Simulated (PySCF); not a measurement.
**How methods differ on the ionisation energy of Er**

Er [Xe] 4f12 6s2 (high-spin determinant) → Er+ [Xe] 4f12 6s1 (high-spin determinant), as a difference of total energies. Calculation: PySCF 2.14, in ANO-RCC-VTZP (8s7p5d3f2g1h, 104 functions); scalar relativity by spin-free X2C-1e. Correlated levels: valence: [Kr] 4d10 frozen; valence and next inner shell: [Ar] 3d10 frozen. The calculations carry no spin-orbit coupling.

| method | ionisation energy (eV) | error (eV) |
| --- | --- | --- |
| UHF | 5.005 | -1.103 |
| LDA | 6.325 | +0.217 |
| PBE | 6.107 | -0.001 |
| PBE0 | 5.969 | -0.139 |
| r2SCAN | 5.879 | -0.229 |
| MP2 (valence) | 5.949 | -0.159 |
| SCS-MP2 (valence) | 5.948 | -0.160 |
| MP2 (valence and next inner shell) | 5.968 | -0.140 |
| SCS-MP2 (valence and next inner shell) | 5.958 | -0.150 |

Reference: 6.108 eV (measured; NIST Atomic Spectra Database, ionization energies).

Errors of the correlated levels include the incompleteness of this basis and the frozen core.

The determinant of Er and of Er+ mixes LS terms, which raises its energy above the lowest term, most at the Hartree-Fock and MP2 levels.
